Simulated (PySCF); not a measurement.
Two species compared at the same levels of theory.

First species: C2H9NO2Si2.
SMILES: `COC(=O)[SiH2][SiH2]N`

Second species: C7H12.
SMILES: `CCCC1=CCC1`

Levels: B3LYP/def2-SVPD for dipole moment, HOMO energy, LUMO energy, HOMO–LUMO gap, static isotropic polarisability and electronic spatial extent ⟨r²⟩ about the centre of nuclear charge; TDDFT B3LYP/def2-SVPD for lowest singlet excitation; PBE0-D3(BJ)/def2-SVP for rotational constant A and rotational constant C. Geometries: PBE0-D3(BJ)/def2-SVP. Each species is one conformer at its optimised geometry, gas phase, non-relativistic unless stated. Electronic properties by PySCF.

Dipoles, sizes and rotational constants follow the conformer. The torsions of the flexible species, by atom-mapped SMILES:
- `[CH3:1][O:2][C:3](=[O:4])[SiH2:5][SiH2:6][NH2:7]`: C1–O2–C3–O4 0°, O2–C3–Si5–Si6 -101°, C3–Si5–Si6–N7 -170°, H–N7–Si6–Si5 -165°, H–N7–Si6–Si5 56°
- `[CH3:1][CH2:2][CH2:3][C:4]1=[CH:5][CH2:6][CH2:7]1`: C1–C2–C3–C4 -63°, C2–C3–C4–C5 121°

Values for the first species:

- Dipole moment: 1.54 D
- HOMO energy: -7.17 eV
- LUMO energy: -0.95 eV
- HOMO–LUMO gap: 6.22 eV
- Lowest singlet excitation: 4.99 eV
- Static isotropic polarisability: 100.3 au
- Electronic spatial extent ⟨r²⟩ about the centre of nuclear charge: 1663 bohr²
- Rotational constant A: 4.174 GHz
- Rotational constant C: 0.720 GHz

Q: Estimate the same properties for the second species, and the change in each.

A: 
```tsv
property	first	second	second less first
dipole moment	1.54 D	0.41 D	-1.13 D
HOMO energy	-7.17 eV	-6.57 eV	+0.60 eV
LUMO energy	-0.95 eV	0.26 eV	+1.21 eV
HOMO–LUMO gap	6.22 eV	6.83 eV	+0.61 eV
lowest singlet excitation	4.99 eV	6.21 eV	+1.22 eV
static isotropic polarisability	100.3 au	83.9 au	-16.4 au
electronic spatial extent ⟨r²⟩ about the centre of nuclear charge	1663 bohr²	928 bohr²	-735 bohr²
rotational constant A	4.174 GHz	5.186 GHz	+1.012 GHz
rotational constant C	0.720 GHz	1.527 GHz	+0.807 GHz
```

On the first: The polarisability is 14.86 Å³ as a volume (1 au = 0.148185 Å³), or 1.39 au for each of the 72 electrons. The dipole matches unit charges of opposite sign 0.32 Å apart (1 e·Å = 4.8032 D).

On the second: S1 lies 0.62 eV below the HOMO–LUMO gap; its leading configuration is HOMO→LUMO+1, weight 0.69. No computed singlet falls in the visible range (750 to 380 nm, 1.65 to 3.26 eV); S1 lies 2.95 eV above its blue end.
